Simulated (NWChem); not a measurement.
System: Si$_{2}$H$_{3}$F, singlet; SMILES F[Si][SiH3]

NWChem input:

```
start job
memory heap 200 mb stack 900 mb global 1100 mb
geometry units angstroms noautosym nocenter noautoz
  Si     0.453349    -0.909856    -0.525070
  F     -0.553681    -1.462858     0.675167
  Si    -0.086159     1.449219    -0.123166
  H      0.252958     1.801672     1.307055
  H     -1.573877     1.656461    -0.292269
  H      0.631961     2.416573    -1.031187
end
basis spherical
  * library 6-31+g*
end
dft
  xc xcamb88 1.00 lyp 0.81 vwn_5 0.19 hfexch 1.00
  cam 0.33 cam_alpha 0.19 cam_beta 0.46
  iterations 150
end
property
  response 1 0.0
end
task dft property
```

Parts of the log:

```
             Northwest Computational Chemistry Package (NWChem) 7.3.0
             --------------------------------------------------------

                             Geometry "geometry" -> ""
                             -------------------------

 Output coordinates in angstroms (scale by  1.889725989 to convert to a.u.)

  No.       Tag          Charge          X              Y              Z
 ---- ---------------- ---------- -------------- -------------- --------------
    1 Si                  14.0000     0.45334900    -0.90985600    -0.52507000
    2 F                    9.0000    -0.55368100    -1.46285800     0.67516700
    3 Si                  14.0000    -0.08615900     1.44921900    -0.12316600
    4 H                    1.0000     0.25295800     1.80167200     1.30705500
    5 H                    1.0000    -1.57387700     1.65646100    -0.29226900
    6 H                    1.0000     0.63196100     2.41657300    -1.03118700

 Effective nuclear repulsion energy (a.u.)     130.1800486922

                              NWChem Property Module
                              ----------------------

                                 NWChem DFT Module
                                 -----------------

 Summary of "ao basis" -> "ao basis" (spherical)
 ------------------------------------------------------------------------------
       Tag                 Description            Shells   Functions and Types
 ---------------- ------------------------------  ------  ---------------------
 Si                         6-31+g*                 10       22   5s4p1d
 F                          6-31+g*                  8       18   4s3p1d
 H                          6-31+g*                  2        2   2s

            General Information
            -------------------
          SCF calculation type: DFT
          Wavefunction type:  closed shell.
          No. of atoms     :     6
          No. of electrons :    40
           Alpha electrons :    20
            Beta electrons :    20
          Charge           :     0
          Spin multiplicity:     1
          Use of symmetry is: off; symmetry adaption is: off
          Maximum number of iterations: 150
          AO basis - number of functions:    68
                     number of shells:    34
          Convergence on energy requested:  1.00D-06
          Convergence on density requested:  1.00D-05
          Convergence on gradient requested:  5.00D-04

              XC Information
              --------------
                     Hartree-Fock (Exact) Exchange  1.000
                   CAM-Becke88 Exchange Functional  1.000
                      VWN V Correlation Functional  0.190 local
              Lee-Yang-Parr Correlation Functional  0.810

           Range-Separation Parameters
           ---------------------------
           Alpha           :  0.19
           Beta            :  0.46
           Gamma           :  0.33
           Short-Range HF  :     F

             Grid Information
             ----------------
          Grid used for XC integration:  medium
          Radial quadrature: Mura-Knowles
          Angular quadrature: Lebedev.
          Tag              B.-S. Rad. Rad. Pts. Rad. Cut. Ang. Pts.
          ---              ---------- --------- --------- ---------
          Si                  1.10       88          13.0       590
          F                   0.50       49          12.0       434
          H                   0.35       45          12.0       434
          Grid pruning is: on
          Number of quadrature shells:   360
          Spatial weights used:  Erf1

      Superposition of Atomic Density Guess
      -------------------------------------

 Sum of atomic energies:        -678.50850982

      Non-variational initial energy
      ------------------------------

 Total energy =    -678.821661
 1-e energy   =   -1200.891346
 2-e energy   =     391.889635
 HOMO         =      -0.198717
 LUMO         =      -0.073971

   convergence    iter        energy       DeltaE   RMS-Dens  Diis-err
 ---------------- ----- ----------------- --------- --------- ---------
 d= 0,ls=0.0,diis     1   -680.5069152520 -8.11D+02  1.49D-02  5.08D-01
 d= 0,ls=0.0,diis     2   -680.4869077391  2.00D-02  6.11D-03  1.04D+00
 d= 0,ls=0.0,diis     3   -680.5730147367 -8.61D-02  1.47D-03  6.27D-03
 d= 0,ls=0.0,diis     4   -680.5737538739 -7.39D-04  4.78D-04  2.96D-04
 d= 0,ls=0.0,diis     5   -680.5738158676 -6.20D-05  1.72D-04  7.68D-06
  Resetting Diis
 d= 0,ls=0.0,diis     6   -680.5738205140 -4.65D-06  3.27D-05  2.23D-07
 d= 0,ls=0.0,diis     7   -680.5738206458 -1.32D-07  7.88D-06  3.45D-08

         Total DFT energy =     -680.573820645841
      One electron energy =    -1202.577802626226
           Coulomb energy =      445.143167573885
    Exchange-Corr. energy =      -53.319234285683
 Nuclear repulsion energy =      130.180048692183

 Numeric. integr. density =       40.000011958682

                       DFT Final Molecular Orbital Analysis
                       ------------------------------------

[...]

 DFT Linear Response polarizability / au
 Frequency  =       0.0000000 / au
              X              Y              Z
 -----------------------------------------------
 X      49.8996927     -6.9697822     -2.5582301
 Y      -6.9697838     80.6856866      4.9098432
 Z      -2.5582299      4.9098414     49.5800203
 -----------------------------------------------
 Eigenvalues =      47.1049155     83.0435158     50.0169682
 Isotropic   =      60.0551332
 Anisotropic =      34.5746719
 -----------------------------------------------

 Magnetic Dipole Response Matrix (nonzero elements):

 Exiting AOResponse driver routine
```

Level: CAM-B3LYP/6-31+G* (spherical d). Low-valent species are run as closed-shell singlets; no triplet was tried in these runs. Geometry: optimised at PBE-D3(BJ)/def2-SVP.
